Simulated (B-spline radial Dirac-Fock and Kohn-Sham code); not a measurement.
# Run log: Cu⁶⁺

ΔSCF core binding energies without Breit or QED terms, calculated with a radial atomic solver. Keys: rel is the Hamiltonian (dirac, or spin-free x2c and nr, where L3 and M5 stand for the whole 2p and 3d shells), method is hf or an exchange,correlation pair (spin-unpolarised, also for the hole states), nuc the nuclear model, radius_factor scales its radius, rmax is the box in bohr, h the logarithmic mesh step, order the B-spline order, points the quadrature points per cell, c_factor scales the speed of light, and damp, ndamp, maxit and tol steer the iteration. The run stops when the commutator error falls below 10·tol·max(1, Z/10), or the numerical noise floor, and the energy has settled to about 1e-8 Ha; the virial ratio is −V/T.

Input (task.json):

```json
{"items": [{"Z": 29, "q": 6, "cfg": [[1, 0, 2], [2, 0, 2], [2, 1, 6], [3, 0, 2], [3, 1, 6], [3, 2, 5]], "A": 63, "rrms": 3.8823, "do": "settings", "holes": ["K", "L3", "M5"],
  "settings": [{"rel": "dirac", "method": "lda,xyz", "nuc": "fermi", "radius_factor": 1.0, "rmax": 45.0, "h": 0.3, "order": 8, "points": 10, "c_factor": 1.0, "maxit": 65, "damp": 0.5, "ndamp": 3, "tol": 1e-08}]}]}
```

Command: `python xray2_run.py task.json out`

The program stops without a result: KeyError: "LibXCFunctional: name 'XYZ' not found.".

Question: One setting is unsound. Which, and why?

Answer: method names a functional that the program does not serve. With the default settings (Dirac Hartree-Fock): The ground state converged in 10 iterations, with total energy -1642.28262 Ha, virial ratio 1.98220 and highest orbital energy -136.57 eV. ΔSCF binding energies: K (1s) 9144.4 eV, L3 (2p3/2) 1085.0 eV. Holes are computed only in closed shells, and unreliable hole states are left out.
